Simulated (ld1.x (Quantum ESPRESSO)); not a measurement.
# Which change was made? (Sb, TM semilocal)

| Property | Result |
| --- | --- |
| Element | Sb (Z = 51) |
| Generator | ld1.x (Quantum ESPRESSO) 7.5 |
| Type | norm-conserving Troullier–Martins (semilocal form) |
| Functional | PW91 |
| Relativity | scalar-relativistic |
| Frozen core | [Kr] 4d10 |
| Valence charge | 5 |
| Reference configuration | 5s2 5p2.5 (charge +0.5) |
| Partial waves | 5p (bound): rc 2.35 bohr; 5s (bound): rc 1.45 bohr |
| Local potential | the s channel |
| Core correction | none |

Cutoffs, loose and tight: the cutoffs (Ry, on a coarse ladder) from which the occupation-weighted sum of valence levels, in a spherical-Bessel basis at the reference potential, stays within 10 and 1 mRy of its value at 400 Ry. They do not see the model core or the augmentation charge, which bear on the density cutoff. Test errors are all-electron minus pseudo excitation energies from the reference, over the configurations 5s2 5p3; 5s2 5p2; 5s2 5p1; 5s1 5p0; 5s2 5p3.3; 5s0 5p5; 5s1 5p4; variants that change the core or the reference have their own tests.

The base gives: outcome: generated; cutoff, loose: 45 Ry; cutoff, tight: 160 Ry; bound ghosts: none; largest test error (meV): +284.

On the changes marked as counting shells twice: ld1.x takes every shell without a wave as core, so the model core holds the marked electrons as well and exchange and correlation see them twice. This cancels in the reference configuration, but the file is broken for other ones, and its errors say nothing about a proper core correction.

(1) After one change the result is: outcome: generated, misses its reference levels by 0.15 eV; cutoff, loose: 180 Ry; cutoff, tight: 230 Ry; bound ghosts: none; largest test error (meV): -1448. Which change was it?
A. wave 5s (bound): rc 1.45 bohr becomes 5s (bound): rc 1.34 bohr
B. core [Ar] 3d10 4s2, valence charge 21; reference 4p6 4d10 5s2 5p2; waves now 5s (bound): rc 1.40 bohr; 4p (bound): rc 1.05 bohr; 4d (bound): rc 1.35 bohr; local potential the d channel; core correction a·sin(br)/r model core, default radius (core density twice the valence density) (5p counted twice)
C. all radii scaled by about 0.88 (s 1.28, p 2.06 bohr)
D. core correction a·sin(br)/r model core inside 1.36 bohr

## Answers

(1) B. The others give: wave 5s (bound): rc 1.45 bohr becomes 5s (bound): rc 1.34 bohr → outcome: generated; cutoff, loose: 110 Ry; cutoff, tight: 200 Ry; bound ghosts: none; largest test error (meV): +467 | all radii scaled by about 0.88 (s 1.28, p 2.06 bohr) → outcome: generated; cutoff, loose: 140 Ry; cutoff, tight: 230 Ry; bound ghosts: s (extra level of the local part); largest test error (meV): +871 | core correction a·sin(br)/r model core inside 1.36 bohr → outcome: generated; cutoff, loose: 45 Ry; cutoff, tight: 160 Ry; bound ghosts: none; largest test error (meV): -395. In the semilocal form every listed channel keeps its own potential, so the choice of the local channel does not act on these tests. It acts once the file is put into the separable form.
